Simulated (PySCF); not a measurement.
Bonds (- single, = double, # triple, : aromatic): Si1-O2 1.666 Å, O2-C3 1.403 Å, C3-C4 1.474 Å, C4=C5 1.305 Å, C5-C3 1.482 Å. Si1 carries H6, H7, H8; C3 carries H9; C4 carries H10; C5 carries H11.

Geometry: PBE0-D3(BJ)/def2-SVP; GIAO absolute shieldings from PySCF, gas phase, non-relativistic, averaged over equivalent atoms.

At PBE0/IGLO-III (244 basis functions, 21 s wall time on 1 thread of an Arm Neoverse V2, shared host):
| atoms | σ (ppm) |
| --- | --- |
| Si1 | 388.9 |
| O2 | 267.2 |
| C4/C5 | 51.7 |
| C3 | 134.0 |
| H10/H11 | 23.59 |
| H6/H7/H8 | 26.38 |
| H9 | 27.19 |

Predict the values at B3LYP/pcSseg-2 on the same geometry.

Answers


```csv
atoms,σ at B3LYP/pcSseg-2,change
Si1,372.9,-16.0
O2,260.6,-6.6
C4/C5,46.3,-5.4
C3,128.4,-5.6
H10/H11,23.58,-0.01
H6/H7/H8,26.59,+0.21
H9,27.26,+0.07
```

The largest change is at Si1 (silicon bonded to O, 3 H). Cost: 271 basis functions, 26 s wall time on 1 thread of an Arm Neoverse V1, shared host.
